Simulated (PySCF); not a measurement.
TMEDA (C6H16N2), SMILES CN(C)CCN(C)C.

Coordinates come from a B3LYP-D3(BJ)/def2-SVP optimisation. The values are those of a single conformer.

All values below come from ωB97X/def2-SVP in PySCF.

Symmetry labels are those of the subgroup C2 that the program uses (full group C2).

Computed valence orbital energies around the gap with their symmetry:
| orbital | symmetry | energy (eV) |
|---|---|---|
| HOMO−7 | B | -13.20 |
| HOMO−6 | A | -12.64 |
| HOMO−5 | B | -12.55 |
| HOMO−4 | B | -12.51 |
| HOMO−3 | A | -12.04 |
| HOMO−2 | A | -11.83 |
| HOMO−1 | A | -8.28 |
| HOMO | B | -8.25 |
| LUMO | A | 3.58 |
| LUMO+1 | B | 4.25 |
| LUMO+2 | B | 4.68 |
| LUMO+3 | A | 5.10 |
